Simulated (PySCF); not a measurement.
Compound: C₃H₁₀BN.
Cartesian coordinates in Å at the PBE0-D3(BJ)/def2-TZVP level; atoms count from 1:
```xyz
15
C3H10BN angstrom
C      2.0302    0.4135    0.2299
N      0.8986   -0.4749    0.3222
B     -0.4345   -0.2142   -0.0128
C     -0.8583    1.2014   -0.5797
C     -1.5023   -1.3567    0.1926
H      2.4992    0.5748    1.2061
H      1.7067    1.3827   -0.1476
H      2.7961    0.0276   -0.4512
H      1.1263   -1.3866    0.6868
H     -0.6781    1.9947    0.1545
H     -1.9169    1.2411   -0.8442
H     -0.2872    1.4756   -1.4729
H     -1.9960   -1.5949   -0.7562
H     -2.3005   -1.0168    0.8619
H     -1.0979   -2.2872    0.6016
```

The closed-shell ground state was solved at several levels (PySCF, density fitting, gas phase, non-relativistic). Geometry: PBE0-D3(BJ)/def2-TZVP; no solvent, vibrations or thermal averaging.

| level | basis functions | total energy (Eh) | HOMO (eV) | LUMO (eV) | gap (eV) | dipole (D) |
| --- | --- | --- | --- | --- | --- | --- |
| wB97X-D/pcSseg-2 | 320 | -200.0152 | -9.22 | 2.18 | 11.40 | 1.33 |
| B97-2/pcSseg-2 | 320 | -200.0044 | -7.07 | 0.55 | 7.62 | 1.32 |
| KT3/pcSseg-2 | 320 | -203.3053 | -6.13 | -0.37 | 5.76 | 1.36 |

Task: What might PBE0/pcSseg-2 (320 basis functions) give for the same quantities?

Result: Total energy -199.8234 Eh, HOMO -7.34 eV, LUMO 0.52 eV, gap 7.86 eV, dipole 1.34 D.

Task: Over all these levels, which gives the widest orbital gap and which the narrowest?

Result: wB97X-D/pcSseg-2 (range-separated hybrid) has the widest, 11.40 eV, and KT3/pcSseg-2 (GGA) the narrowest, 5.76 eV. From the narrowest to the widest the HOMO moves by -3.09 eV and the LUMO by +2.55 eV.

Task: In the pcSseg-2 basis, how does the gap go with the fixed share of exact exchange?

Result: KT3 (0 %) 5.76 eV; B97-2 (21 %) 7.62 eV; PBE0 (25 %) 7.86 eV. Each rise in the share widens the gap here.

Task: How far do the dipole and the HOMO energy spread over the levels?

Result: The dipole runs from 1.32 to 1.36 D (mean 1.34 D) and the HOMO from -9.22 to -6.13 eV.

wB97X-D is run here without its empirical dispersion term; that term would change no orbital, density or response property at a fixed geometry.
